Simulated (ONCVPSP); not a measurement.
PW91 ONCV dataset for Ti (Z = 22), scalar-relativistic all-electron reference.

The input file (ONCVPSP 4.0.1):

```
# ATOM AND REFERENCE CONFIGURATION
# atsym  z   nc   nv     iexc    psfile
  Ti 22.00    4    4  -109134      upf
#
#   n    l    f
    1    0    2.00
    2    0    2.00
    2    1    6.00
    3    0    2.00
    3    1    6.00
    3    2    2.00
    4    0    1.75
    4    1    0.25
#
# PSEUDOPOTENTIAL AND OPTIMIZATION
# lmax
    2
#
#   l,   rc,      ep,       ncon, nbas, qcut
    0    2.20    0.00    4    8    2.50
    1    1.90    0.00    4    7    8.60
    2    1.45    0.00    5   10   10.00
#
# LOCAL POTENTIAL
# lloc, lpopt,  rc(5),   dvloc0
    4    5    1.10    0.00
#
# VANDERBILT-KLEINMAN-BYLANDER PROJECTORs
# l, nproj, debl
    0    1    3.40
    1    2    2.60
    2    1    0.70
#
# MODEL CORE CHARGE
# icmod, fcfact, rcfact
    3    3.25    1.15
#
# LOG DERIVATIVE ANALYSIS
# epsh1, epsh2, depsh
   -3.00    5.00    0.02
#
# OUTPUT GRID
# rlmax, drl
    6.00    0.01
#
# TEST CONFIGURATIONS
# ncnf
    4
# nvcnf
#   n    l    f
    4
    3    1    6.00
    3    2    2.00
    4    0    2.00
    4    1    0.00
#
    4
    3    1    6.00
    3    2    2.00
    4    0    1.00
    4    1    0.00
#
    4
    3    1    6.00
    3    2    2.00
    4    0    0.00
    4    1    0.00
#
    4
    3    1    6.00
    3    2    1.00
    4    0    0.00
    4    1    0.00
#
```

Command:

```bash
oncvpsp.x < Ti.dat > Ti.out
```

The program printed (shortened: citation, most of the input echo, consistency checks and plot data are left out):

```
ONCVPSP  (Optimized Norm-Conservinng Vanderbilt PSeudopotential)
scalar-relativistic version 4.0.1

#   n    l    f        energy (Ha)
    1    0    2.00    -1.7899156E+02
    2    0    2.00    -1.9749840E+01
    2    1    6.00    -1.6349567E+01
    3    0    2.00    -2.3149327E+00
    3    1    6.00    -1.4425958E+00
    3    2    2.00    -1.7070892E-01
    4    0    1.75    -1.7326181E-01
    4    1    0.25    -6.1271945E-02

Reference configufation results
  iterations    28
  all-electron total energy (Ha)   -8.53797368D+02

Begin loop to  construct optimized pseudo wave functions
and semi-local pseudopoentials for all angular momenta

Calculating optimized projector #   1

 for l=   0

    Fraction of norm inside rc  0.142838
    Optimizing pswf for qcut=   2.50 a_B^-1,  ecut=   3.13 Ha

optimize: ERROR ps0norm > uunorm, code will stop
```

The run stopped because the continuity conditions at rc already need more norm inside rc than the all-electron wave has, so norm conservation cannot be met.

The run took about 0.43 s on one core of a shared server CPU.
